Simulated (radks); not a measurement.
Values are calculated unless marked as measured or tabulated.
Ho52+, 15 electrons, occupied as [Ne] 3s2 3p3. Code: a radial shooting solver on a logarithmic mesh with Libxc functionals. Model: scalar-relativistic Kohn-Sham, SCAN, spin-polarised, spherical densities, finite nucleus; open shells are filled with parallel spins first (spin-orbit coupling, left out, can overturn this in heavy ions); meta-GGA in the generalised Kohn-Sham scheme; Fermi nuclear charge, rms radius 5.2022 fm.

Radial electron density D(r) = 4 pi r^2 rho(r):

```
   r/bohr * D(r) (the largest magnitude, 108, reaches the edge; | marks zero)
 0.001151 |  *
 0.001287 |   *
 0.001429 |   *
 0.001598 |    *
 0.001773 |     *
 0.001983 |      *
   0.0022 |        *
 0.002461 |         *
 0.002731 |           *
 0.003055 |             *
 0.003389 |               *
 0.003791 |                 *
 0.004207 |                   *
 0.004705 |                      *
 0.005221 |                         *
 0.005839 |                            *
 0.006479 |                               *
 0.007247 |                                  *
 0.008042 |                                     *
 0.008995 |                                       *
 0.009981 |                                         *
  0.01116 |                                           *
  0.01239 |                                            *
  0.01385 |                                             *
  0.01537 |                                            *
   0.0172 |                                            *
  0.01908 |                                          *
  0.02134 |                                         *
  0.02368 |                                       *
  0.02649 |                                      *
  0.02939 |                                      *
  0.03287 |                                       *
  0.03648 |                                         *
   0.0408 |                                            *
  0.04527 |                                                *
  0.05063 |                                                   *
  0.05618 |                                                      *
  0.06284 |                                                      *
  0.06973 |                                                    *
  0.07799 |                                               *
  0.08654 |                                         *
   0.0968 |                                 *
   0.1074 |                          *
   0.1201 |                    *
   0.1333 |                 *
   0.1491 |                *
   0.1654 |                *
   0.1851 |                *
   0.2053 |               *
   0.2297 |             *
   0.2548 |          *
    0.285 |      *
   0.3163 |   *
   0.3538 | *
   0.3925 |*
   0.4391 *
   0.4872 *
   0.5449 *
   0.6046 *
   0.6763 *
```

D(r) has 3 maxima, at r = 0.0140, 0.0609, 0.179 bohr, and minima at 0.0285, 0.153 bohr, inside which lie 1.99, 10.65 electrons.
